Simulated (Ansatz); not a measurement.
MH4 with several metals: binding per atom (eV) at several levels, gas phase, relaxed structures; Ansatz. Core potentials for Hf, Mo, Nb, Zr in the def2 sets, no spin–orbit coupling. Binding counts from free atoms in the multiplicity of their measured ground term, without zero-point energy. Singlets are spin-restricted. A dash marks a value that wasn't run or was left out as unsound. The structures are stationary points that may keep the symmetry of their start. Correlated methods freeze inner cores and use unrestricted references for open shells.

```json
{"species": "HfH4", "state": "singlet", "geometry": "B3LYP-D4/def2-TZVP", "PBE-D4/def2-SVP": "2.45", "PBE0-D4/def2-SVP": "2.43", "PBE0-D4/def2-TZVP": "2.49", "ωB97M-V/def2-TZVP": "2.55", "MP2/def2-TZVP": "2.38", "CCSD(T)/def2-TZVPP": "2.55"}
{"species": "ZrH4", "state": "singlet", "geometry": "PBE-D4/def2-TZVP", "PBE-D4/def2-SVP": "–", "PBE0-D4/def2-SVP": "2.44", "PBE0-D4/def2-TZVP": "2.43", "ωB97M-V/def2-TZVP": "2.47", "MP2/def2-TZVP": "2.27", "CCSD(T)/def2-TZVPP": "2.45"}
{"species": "NbH4", "state": "doublet", "geometry": "r2SCAN-D4/def2-TZVP", "PBE-D4/def2-SVP": "2.30", "PBE0-D4/def2-SVP": "2.22", "PBE0-D4/def2-TZVP": "2.21", "ωB97M-V/def2-TZVP": "2.32", "MP2/def2-TZVP": "2.07", "CCSD(T)/def2-TZVPP": "2.31"}
{"species": "TiH4", "state": "singlet", "geometry": "B3LYP-D4/def2-TZVP", "PBE-D4/def2-SVP": "2.22", "PBE0-D4/def2-SVP": "2.03", "PBE0-D4/def2-TZVP": "2.05", "ωB97M-V/def2-TZVP": "2.07", "MP2/def2-TZVP": "1.89", "CCSD(T)/def2-TZVPP": "2.05"}
```

**Question.** Estimate the rows for MoH4 (triplet, r2SCAN-D4/def2-TZVP geometry).

**Answer.** 
```
species    state             geometry  PBE-D4/def2-SVP  PBE0-D4/def2-SVP  PBE0-D4/def2-TZVP  ωB97M-V/def2-TZVP  MP2/def2-TZVP  CCSD(T)/def2-TZVPP
   MoH4  triplet  r2SCAN-D4/def2-TZVP             2.13              2.00               2.00                  –           1.76                2.03
```
